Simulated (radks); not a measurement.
These are the eigenvalues of the occupied orbitals of an atom or ion with whole-number occupations (Ry). Calculated with a radial shooting solver on a logarithmic mesh with Libxc functionals: non-relativistic Kohn-Sham, PBE, spin-unpolarised, spherical densities, point nucleus.

| orbital | eigenvalue |
|---|---|
| 1s | -509.5794 |
| 2s | -59.25949 |
| 2p | -51.13767 |
| 3s | -6.75764 |
| 3p | -4.38281 |
| 3d | -0.57151 |
| 4s | -0.38228 |

Which element is it, and in what charge state? The configuration may be excited.

Answer. Z = 26, iron, charge 0: Fe in [Ar] 3d6 4s2. The list shows which subshells hold electrons but not how many an open one holds; the 1s level, -254.79 hartree, gives Z - s = 22.6 by -(Z - s)^2/2, which with screening narrows Z to a few neighbours, and the depths of the outer levels then fix element, charge and occupations together.
